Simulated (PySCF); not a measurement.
## Relaxation of doublet Zr(OH)₃

All numbers come from UPBE0 in PySCF with Zr def2-TZVP with ECP28, O def2-TZVP, H def2-TZVP; scalar-relativistic core potentials, no spin–orbit coupling; density-fitted integrals. A (50,194) grid was used.

A hand-made trigonal pyramidal (heavy-atom frame) start, of C3 symmetry, held to at least that symmetry:

Coordinates in bohr (charge 0 multiplicity 2):
```
Zr    0.0000    0.0000   -0.7087
O     3.6207    0.0000    1.2166
O    -1.8104    3.1356    1.2166
O    -1.8104   -3.1356    1.2166
H     4.6503   -1.3897    1.7640
H    -1.1216    4.7222    1.7640
H    -3.5287   -3.3324    1.7640
```

**Question.** What does it relax to?

**Answer.** It ends at C3h with O–H 0.952 Å (×3), Zr–O 1.927 Å (×3); H–O–Zr 173.9° (×3), O–Zr–O 120.0° (×3). A frequency run shows a minimum. Other isomers or separated fragments may lie lower.

**Question.** How much energy is released, and in how many steps?

**Answer.** 234.0 kJ/mol in 33 steps.

Other spin states or occupations of the open shell can lie lower.
